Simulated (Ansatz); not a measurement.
Geometry optimisation, RKS BLYP/def2-SVP in Ansatz 0.2.0.

Input:

```yaml
crystal:
  periodic: [false, false, false]
  atoms:
    - { symbol: "N", position_ang: [0.3897, 1.4298, 1.0881] }
    - { symbol: Si, position_ang: [0.1994, 0.0404, 0.0115] }
    - { symbol: S, position_ang: [1.9933, -0.6375, -0.9058] }
    - { symbol: B, position_ang: [-1.5291, -0.6243, -0.5076] }
    - { symbol: O, position_ang: [-0.8643, 0.3989, -1.2415] }
    - { symbol: H, position_ang: [1.1012, 1.2822, 1.7601] }
    - { symbol: H, position_ang: [-0.5205, 1.5345, 1.6262] }
    - { symbol: H, position_ang: [1.4524, -1.7994, -1.367] }
    - { symbol: H, position_ang: [-2.1336, -1.6709, -0.4811] }
basis:
  gaussian: { orbitals: def2-SVP }
hamiltonian:
  xc: blyp
relax:
  f_tol: 0.015
  max_steps: 40
```

Run as:

```bash
$ ansatz run input.yaml --threads 2 --pin off --max-ram 3072MiB --backend cpu --events-out ev --progress --plain --runs-dir out
```

Question: Where does it end, and by what steps?

Answer: The run converged. After 12 steps the energy has fallen by 1.032 eV; H9 moved furthest, 0.49 Å.

| step | energy less start (eV) | largest force component (eV/Å) | accepted |
| --- | --- | --- | --- |
| 0 | 0.0000 | 3.322 | yes |
| 1 | -0.6746 | 1.837 | yes |
| 2 | -0.9200 | 0.703 | yes |
| 3 | -0.9739 | 0.502 | yes |
| 4 | -1.0005 | 0.579 | yes |
| 5 | -0.9378 | 1.169 | no |
| 6 | -1.0272 | 0.104 | yes |
| 7 | -1.0305 | 0.088 | yes |
| 8 | -1.0309 | 0.096 | yes |
| 9 | -1.0317 | 0.037 | yes |
| 10 | -1.0317 | 0.029 | yes |
| 11 | -1.0319 | 0.027 | yes |
| 12 | -1.0319 | 0.014 | yes |

```xyz
9
Properties=species:S:1:pos:R:3
N 0.401 1.221 1.107
Si 0.140 -0.107 0.026
S 2.074 -0.418 -0.906
B -1.560 -0.812 -0.556
O -1.208 0.364 -1.119
H 1.296 1.321 1.590
H -0.371 1.637 1.633
H 1.863 -1.750 -1.111
H -2.549 -1.501 -0.681
```

The run took 16 s on 2 threads of Intel(R) Xeon(R) Platinum 8488C (Sapphire Rapids), on a shared host, peak memory 0.2 GiB.
